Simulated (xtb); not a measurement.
C3H6BrF, SMILES CC[C@H](F)Br. All values are semi-empirical tight-binding results from xtb (GFN2-xTB unless named), good for trends rather than for accurate numbers. Geometry: GFN2-xTB. The structure was generated by enumeration; whether it is a known compound was not checked. The values are those of a single conformer.

```
Quantity                                          Value
----------------------------------------  -------------
orbital gap                                     5.00 eV
zero-point energy                         53.2 kcal/mol
G − E(el) at 298.15 K (modified RRHO)     33.7 kcal/mol
static polarisability (D4 model)             59.8 bohr³
solvation energy, GFN2-xTB/ALPB(water)    -1.7 kcal/mol
solvation energy, GFN2-xTB/ALPB(octanol)  -4.3 kcal/mol
```
